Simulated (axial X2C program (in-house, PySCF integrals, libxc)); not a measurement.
# Spin–orbit effects along a row: molecules with B (ions), PBE0

Calculated with an in-house relativistic program for diatomic molecules, spin-free (one-electron X2C) or two-component (2c: spin–orbit coupling with atomic mean-field Coulomb and Gaunt terms, which also bring small scalar terms), in Dyall basis sets with cores contracted in-house; open shells are unrestricted.

Basis sets: As dyall-acv3z, B dyall-av3z, Br dyall-acv3z, Ca dyall-acv3z, Cr dyall-acv3z, Cu dyall-acv3z, Fe dyall-acv3z, Ga dyall-acv3z, Ge dyall-acv3z, K dyall-acv3z, Se dyall-acv3z.

| molecule | spin-free state | Re (Å) | ωe (cm⁻¹) | De (eV) | 2c state | Re 2c (Å) | ωe 2c (cm⁻¹) | De 2c (eV) |
| --- | --- | --- | --- | --- | --- | --- | --- | --- |
| KB⁻ | M_S = 1/2, Λ = 1 | 3.016 | 211.8 | n/a | Ω = 1/2 | 3.015 | 211.9 | n/a |
| CaB⁻ | M_S = 1, Λ = 0 | 2.454 | 397.0 | 1.74 | Ω = 1 | 2.453 | 397.1 | 1.74 |
| CrB⁻ | M_S = 2, Λ = 1 | 2.105 | 405.7 | n/a | Ω = 3 | 2.104 | 405.7 | n/a |
| FeB⁻ | M_S = 1, Λ = 0 | 1.794 | 614.6 | 2.95 | Ω = 1 | 1.794 | 614.7 | n/a |
| CuB⁻ | M_S = 1/2, Λ = 1 | 1.911 | 505.2 | 2.05 | Ω = 1/2 | 1.909 | 506.4 | 2.06 |
| GaB⁻ | M_S = 3/2, Λ = 0 | 2.062 | 528.9 | n/a | Ω = 3/2 | 2.062 | 528.6 | n/a |
| GeB⁻ | M_S = 1, Λ = 1 | 1.917 | 701.0 | 3.27 | Ω = 2 | 1.917 | 700.4 | 3.30 |
| BAs⁻ | M_S = 1/2, Λ = 0 | 1.793 | 884.9 | 4.82 | Ω = 1/2 | 1.793 | 883.4 | n/a |
| BSe⁻ | M_S = 0, Λ = 0 | 1.825 | 813.8 | 5.25 | Ω = 0 | 1.825 | 813.1 | 5.21 |
| BBr⁻ | M_S = 1/2, Λ = 1 | 2.080 | 414.7 | 1.45 | Ω = 1/2 | 2.078 | 416.8 | 1.46 |

Fragments in 2c: K + B-, Ca + B-, Cr + B-, Fe + B-, Cu- + B, Ga + B-, Ge- + B, As- + B, Se- + B, Br- + B. Each entry is the lowest single determinant of a limited PBE0 search at one distance. De goes to single-determinant-based atoms at the same level (for ions the charge split of lowest energy) and is withheld (n/a) where an atom does not fit its ground term or J level. Main or longest-lived isotopes. One determinant is a doubtful description, or other states lie close, for KB⁻, CaB⁻, CrB⁻, FeB⁻, GaB⁻, GeB⁻; these need not be ground states, and all values refer to the states named. Some open-shell Ω = 0 determinants are out of reach, so the Ω given for CaB⁻, CrB⁻, FeB⁻, GeB⁻ need not be the lowest component. With several unpaired electrons the Ω given is that of one determinant, not necessarily of the lowest component. Some light 2c atoms are not at their ground J level, so De misses part of their lowering (0.04 eV or less). The functionals have no current term, which raises determinants with orbital currents.
